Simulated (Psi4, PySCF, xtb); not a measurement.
Relaxed torsion scan: SMILES c1(C=O)cc(OC)ccc1. Scanned: dihedral C6–C7–C8–O9; all other coordinates were relaxed at GFN2-xTB. Points at φ and −φ are mirror images. Heavy atoms are numbered in the order of the SMILES COc1cccc(C=O)c1, hydrogens after them in the order of the atoms that carry them; the mirror image has the same energies with the sign of each dihedral reversed.

- RMP2/3-21G = restricted MP2 (frozen core)/3-21G // GFN2-xTB in PySCF 2.14.0
- GFN1-xTB // GFN2-xTB (xtb)
- RKS-B3LYP/6-31G* = restricted B3LYP/6-31G*, spherical d, density fitting // GFN2-xTB in PySCF
- PBE-D3(BJ)/def2-SVP // GFN2-xTB (Psi4)

Energies relative to the lowest point of each profile, in mEh; the last columns give the difference from PBE-D3(BJ):

```tsv
φ / °	RMP2/3-21G	GFN1-xTB	RKS-B3LYP/6-31G*	PBE-D3(BJ)/def2-SVP	RMP2/3-21G − PBE-D3(BJ)/def2-SVP	GFN1-xTB − PBE-D3(BJ)/def2-SVP	RKS-B3LYP/6-31G* − PBE-D3(BJ)/def2-SVP
-150	4.0	2.0	3.3	3.6	0.4	-1.6	-0.3
-120	13.0	6.7	11.6	12.3	0.8	-5.5	-0.7
-90	18.6	9.6	17.1	18.0	0.6	-8.5	-0.9
-60	13.9	7.3	12.3	13.1	0.9	-5.8	-0.8
-30	5.5	2.9	4.5	5.0	0.5	-2.1	-0.5
0	1.5	0.9	1.3	1.5	0.0	-0.5	-0.2
30	5.5	2.9	4.5	5.0	0.5	-2.1	-0.5
60	13.9	7.3	12.3	13.1	0.9	-5.8	-0.8
90	18.6	9.6	17.1	18.0	0.6	-8.5	-0.9
120	13.0	6.7	11.6	12.3	0.8	-5.5	-0.7
150	4.0	2.0	3.3	3.6	0.4	-1.6	-0.3
180	0.0	0.0	0.0	0.0	0.0	0.0	0.0
```

RMP2/3-21G is furthest from PBE-D3(BJ)/def2-SVP at -60 (0.9 mEh, above); its mean absolute difference over the points is 0.5 mEh.

GFN1-xTB is furthest from PBE-D3(BJ)/def2-SVP at -90 (-8.5 mEh, below); its mean absolute difference over the points is 4.0 mEh.

RKS-B3LYP/6-31G* is furthest from PBE-D3(BJ)/def2-SVP at -90 (-0.9 mEh, below); its mean absolute difference over the points is 0.5 mEh.
